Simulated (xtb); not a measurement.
xtb input (GFN2-xTB):

```bash
xtb mol.xyz --gfn 2 --sp --chrg -1 --uhf 0
```
mol.xyz:
```
7

B     -0.14391952     0.24558541     0.99692213
H     -1.16444010     0.80843845     1.34604754
H      0.81272525     0.38970229     1.73463174
C     -0.10267751    -0.68821178    -0.21917708
C      0.26598418     0.35042240    -0.97574782
H     -0.25342981    -1.70900012    -0.55212619
H      0.34490222     1.30966859    -0.34361437
```

Output:

```
           -------------------------------------------------
          |                Calculation Setup                |
           -------------------------------------------------

molecular fragmentation (1/2 indicates fragments):
1111112
# atoms in fragment 1/2:     6     1
 fragment masses (1/2) :       37.86        1.01
CMA distance (Bohr)    :   2.721
constraining FC (au)   :  0.0500

           -------------------------------------------------
          |                 G F N 2 - x T B                 |
           -------------------------------------------------

        Reference                      10.1021/acs.jctc.8b01176
      * Hamiltonian:
        H0-scaling (s, p, d)           1.850000    2.230000    2.230000
        zeta-weighting                 0.500000
      * Dispersion:
        s8                             2.700000
        a1                             0.520000
        a2                             5.000000
        s9                             5.000000
      * Repulsion:
        kExp                           1.500000    1.000000
        rExp                           1.000000
      * Coulomb:
        alpha                          2.000000
        third order                    shell-resolved
        anisotropic                    true
        a3                             3.000000
        a5                             4.000000
        cn-shift                       1.200000
        cn-exp                         4.000000
        max-rad                        5.000000

          ...................................................
          :                      SETUP                      :
          :.................................................:
          :  # basis functions                  16          :
          :  # atomic orbitals                  16          :
          :  # shells                           10          :
          :  # electrons                        16          :
          :  max. iterations                   250          :
          :  Hamiltonian                  GFN2-xTB          :
          :  restarted?                      false          :
          :  GBSA solvation                  false          :
          :  PC potential                    false          :
          :  electronic temp.          300.0000000     K    :
          :  accuracy                    1.0000000          :
          :  -> integral cutoff          0.2500000E+02      :
          :  -> integral neglect         0.1000000E-07      :
          :  -> SCF convergence          0.1000000E-05 Eh   :
          :  -> wf. convergence          0.1000000E-03 e    :
          :  Broyden damping             0.4000000          :
          :  net charge                         -1          :
          :  unpaired electrons                  0          :
          ...................................................

 iter      E             dE          RMSdq      gap      omega  full diag
   1     -7.3099561 -0.730996E+01  0.101E+01    3.20       0.0  T
   2     -7.2009624  0.108994E+00  0.102E+01    3.72       1.0  T
   3     -7.6340772 -0.433115E+00  0.486E+00    3.71       1.0  T
   4     -7.6776195 -0.435423E-01  0.200E+00    3.81       1.0  T
   5     -7.6938227 -0.162031E-01  0.808E-01    3.87       1.0  T
   6     -7.6941294 -0.306714E-03  0.522E-01    3.75       1.0  T
   7     -7.6955233 -0.139390E-02  0.205E-01    3.85       1.0  T
   8     -7.6957945 -0.271220E-03  0.437E-02    3.83       1.0  T
   9     -7.6957950 -0.528409E-06  0.203E-02    3.84       1.9  T
  10     -7.6957981 -0.306586E-05  0.567E-03    3.83       6.7  T
  11     -7.6957981 -0.560183E-08  0.287E-03    3.83      13.2  T
  12     -7.6957981 -0.325238E-07  0.325E-04    3.83     116.4  T
  13     -7.6957981  0.489475E-11  0.100E-04    3.83     376.3  T

   *** convergence criteria satisfied after 13 iterations ***

         #    Occupation            Energy/Eh            Energy/eV
      -------------------------------------------------------------
         1        2.0000           -0.3293701              -8.9626
         2        2.0000           -0.2766202              -7.5272
         3        2.0000           -0.2535393              -6.8992
         4        2.0000           -0.1979680              -5.3870
         5        2.0000           -0.1894606              -5.1555
         6        2.0000           -0.1743365              -4.7439
         7        2.0000           -0.1110600              -3.0221
         8        2.0000           -0.0636735              -1.7326 (HOMO)
         9                          0.0771988               2.1007 (LUMO)
        10                          0.1001140               2.7242
        11                          0.3511674               9.5558
        12                          0.3960346              10.7766
        13                          0.5263033              14.3214
       ...                                ...                  ...
        16                          0.8751546              23.8142
      -------------------------------------------------------------
                  HL-Gap            0.1408723 Eh            3.8333 eV
             Fermi-level            0.0067626 Eh            0.1840 eV

 SCC (total)                   0 d,  0 h,  0 min,  0.003 sec
 SCC setup                      ...        0 min,  0.000 sec (  2.379%)
 Dispersion                     ...        0 min,  0.000 sec (  0.823%)
 classical contributions        ...        0 min,  0.000 sec (  0.450%)
 integral evaluation            ...        0 min,  0.000 sec ( 10.859%)
 iterations                     ...        0 min,  0.002 sec ( 58.853%)
 molecular gradient             ...        0 min,  0.001 sec ( 24.073%)
 printout                       ...        0 min,  0.000 sec (  2.197%)

         :::::::::::::::::::::::::::::::::::::::::::::::::::::
         ::                     SUMMARY                     ::
         :::::::::::::::::::::::::::::::::::::::::::::::::::::
         :: total energy              -7.587828820543 Eh    ::
         :: gradient norm              0.021329742740 Eh/a0 ::
         :: HOMO-LUMO gap              3.833330965763 eV    ::
         ::.................................................::
         :: SCC energy                -7.695797860554 Eh    ::
         :: -> isotropic ES            0.162319097612 Eh    ::
         :: -> anisotropic ES          0.008656941951 Eh    ::
         :: -> anisotropic XC          0.004135707458 Eh    ::
         :: -> dispersion             -0.004370969385 Eh    ::
         :: repulsion energy           0.107969040012 Eh    ::
         :: add. restraining           0.000000000000 Eh    ::
         :: total charge              -1.000000000000 e     ::
         :::::::::::::::::::::::::::::::::::::::::::::::::::::

           -------------------------------------------------
          |                Property Printout                |
           -------------------------------------------------

    * Orbital Energies and Occupations

         #    Occupation            Energy/Eh            Energy/eV
      -------------------------------------------------------------
         1        2.0000           -0.3293701              -8.9626
         2        2.0000           -0.2766202              -7.5272
         3        2.0000           -0.2535393              -6.8992
         4        2.0000           -0.1979680              -5.3870
         5        2.0000           -0.1894606              -5.1555
         6        2.0000           -0.1743365              -4.7439
         7        2.0000           -0.1110600              -3.0221
         8        2.0000           -0.0636735              -1.7326 (HOMO)
         9                          0.0771988               2.1007 (LUMO)
Note: The following floating-point exceptions are signalling: IEEE_DENORMAL
normal termination of xtb
        10                          0.1001140               2.7242
        11                          0.3511674               9.5558
        12                          0.3960346              10.7766
        13                          0.5263033              14.3214
        14                          0.5387790              14.6609
        15                          0.6370644              17.3354
        16                          0.8751546              23.8142
      -------------------------------------------------------------
                  HL-Gap            0.1408723 Eh            3.8333 eV
             Fermi-level            0.0067626 Eh            0.1840 eV

     #   Z          covCN         q      C6AA      α(0)
     1   5 B        3.217     0.215    17.990     7.074
     2   1 H        0.917    -0.269    17.875     6.613
     3   1 H        0.917    -0.269    17.875     6.613
     4   6 C        2.809    -0.161    32.164     9.292
     5   6 C        2.363    -0.332    38.754    10.131
     6   1 H        0.925    -0.107     5.826     3.775
     7   1 H        0.919    -0.075     4.760     3.412

 Mol. C6AA /au·bohr⁶  :        851.277134
 Mol. C8AA /au·bohr⁸  :      18513.527799
 Mol. α(0) /au        :         46.908289

Wiberg/Mayer (AO) data.
largest (>0.10) Wiberg bond orders for each atom

 ---------------------------------------------------------------------------
     #   Z sym  total        # sym  WBO       # sym  WBO       # sym  WBO
 ---------------------------------------------------------------------------
     1   5 B    3.473 --     4 C    1.040     2 H    0.901     3 H    0.901
                             5 C    0.456     7 H    0.170
     2   1 H    0.927 --     1 B    0.901
     3   1 H    0.927 --     1 B    0.901
     4   6 C    3.943 --     5 C    1.928     1 B    1.040     6 H    0.964
     5   6 C    3.226 --     4 C    1.928     7 H    0.805     1 B    0.456
     6   1 H    0.988 --     4 C    0.964
     7   1 H    0.994 --     5 C    0.805     1 B    0.170
 ---------------------------------------------------------------------------

Topologies differ in total number of bonds
Writing topology from bond orders to xtbtopo.mol

molecular dipole:
                 x           y           z       tot (Debye)
 q only:       -0.013      -0.359      -0.323
   full:       -0.054      -0.246       0.010       0.641
molecular quadrupole (traceless):
                xx          xy          yy          xz          yz          zz
 q only:        1.883       0.203       0.900       0.472      -2.147      -2.783
  q+dip:        1.901       0.303       3.314       1.387      -0.245      -5.214
   full:        2.311       0.216       2.881       1.365      -0.723      -5.192

           -------------------------------------------------
          | TOTAL ENERGY               -7.587828820543 Eh   |
          | GRADIENT NORM               0.021329742740 Eh/α |
          | HOMO-LUMO GAP               3.833330965763 eV   |
           -------------------------------------------------

------------------------------------------------------------------------
------------------------------------------------------------------------
 total:
 SCF:
```

It need not be the lowest isomer of its formula. Whether it binds its extra electron was not tested at this geometry.
